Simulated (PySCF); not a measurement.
C₂H₄F₂OSi, SMILES C([Si](F)(O)F)=C. Atoms are numbered in the order given.

```xyz
10

C     -0.0566     2.4339     0.0000
C      0.7229     1.3436     0.0000
Si     0.0242    -0.3536     0.0000
O     -1.6135    -0.2602     0.0000
F      0.5375    -1.2126    -1.2727
F      0.5375    -1.2126     1.2727
H     -1.1485     2.3552     0.0000
H      0.3626     3.4460     0.0000
H      1.8130     1.4666     0.0000
H     -2.1303    -1.0741     0.0000
```
Charge 0, spin multiplicity 1.

The structure is a stationary point at B3LYP-D3(BJ)/def2-SVP. The structure was generated by enumeration, and PubChem lists no compound with its InChIKey, so it may never have been made. One conformer was computed; it need not be the lowest.

These are PySCF with ωB97X/def2-TZVP values and carry that method's errors.

Gas-phase values at a fixed geometry.

The total energy is -643.27888 hartree and the point group is Cs. The highest occupied level comes out as -10.94 eV and the lowest empty level is 1.26 eV. The orbital gap is 12.20 eV and the dipole moment comes out as 1.61 D. The quadrupole, principal values (traceless, Buckingham form, about the centre of nuclear charge) is -8.77, -3.37, 12.13 D·Å. The mean static polarisability is 47.2 bohr³ (7.00 Å³) and the polarisability, principal values is 36.1, 46.3, 59.2 bohr³.
